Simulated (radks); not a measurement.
Q: Coulomb parameter of the 3d shell of the vanadium ion V3+ in the model configuration [Ar] 3d1 4s1, as a second difference U = [E(n + 0.5) + E(n - 0.5) - 2 E(n)] / (0.5)^2 with all orbitals relaxed. "Bare": the charge of the atom changes with n. "Screened": the 4s shell takes up the change at fixed total charge, which measures U(3d,3d) + U(4s,4s) - 2 U(3d,4s). Method: scalar-relativistic Kohn-Sham, PBE, spin-unpolarised, spherical densities, point nucleus; computed with a radial shooting solver on a logarithmic mesh with Libxc functionals. Estimate both.

A: U(bare) = 18.147 eV, U(screened by 4s) = 4.381 eV, against the Slater integral F0(3d,3d) = 22.511 eV with frozen orbitals.
